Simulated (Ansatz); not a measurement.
Stepwise reaction of `[Cl][Sn]([Cl])([Cl])[Br]` with hydrogen fluoride, as a gas-phase model of exchange steps in deposition or etching. ΔE in kJ/mol; ΔG adds harmonic PBE0-D4 terms to CCSD(T)/CBS, at 1 bar.

Program: Ansatz. Geometries: PBE0-D4/def2-TZVP. ΔE: electronic, gas phase. CBS: MP2 limit from def2 TZ/QZ plus the TZ coupled-cluster correction, frozen cores. This one scheme is used for every species. Functionals use def2-TZVPP. B3LYP here is the variant with VWN-RPA as its local correlation; programs differ in this. def2 core potentials past Kr. For Br, Sn outer-core shells are correlated without core-valence functions, which leaves a few kJ/mol of doubt a bond. Scalar relativity is left out up to krypton.

```json
{"step": "1", "reaction": "`[Cl][Sn]([Cl])([Cl])[Br]` + H–F → `[F][Sn]([Cl])([Cl])[Br]` + HCl", "PBE-D4": "34.0", "B3LYP-D4": "34.3", "ωB97M-V": "33.8", "CCSD(T)/CBS": "38.9", "ΔG(400 K)": "28.6"}
{"step": "2", "reaction": "`[F][Sn]([Cl])([Cl])[Br]` + H–F → `[F][Sn]([F])([Cl])[Br]` + HCl", "PBE-D4": "35.8", "B3LYP-D4": "36.1", "ωB97M-V": "35.4", "CCSD(T)/CBS": "40.0", "ΔG(400 K)": "33.4"}
{"step": "3", "reaction": "`[F][Sn]([F])([Cl])[Br]` + H–F → `[F][Sn]([F])([F])[Br]` + HCl", "PBE-D4": "38.1", "B3LYP-D4": "38.4", "ωB97M-V": "37.7", "CCSD(T)/CBS": "41.7", "ΔG(400 K)": "38.9"}
```

Q: By hand: ΔE of the 3 steps together at CCSD(T)/CBS.

A: (38.9) + (40.0) + (41.7) = 120.6 kJ/mol, or 40.2 kJ/mol a step.

In ΔE the steps differ by no more than 2.8 kJ/mol. All are uphill at CCSD(T)/CBS. ΔG lies between 28.6 and 38.9 kJ/mol a step. PBE-D4 differs from CCSD(T)/CBS by -4.9 to -3.6 kJ/mol a step. Isolated molecules leave out the surface, adducts and barriers. Largest T1 diagnostic: 0.013.
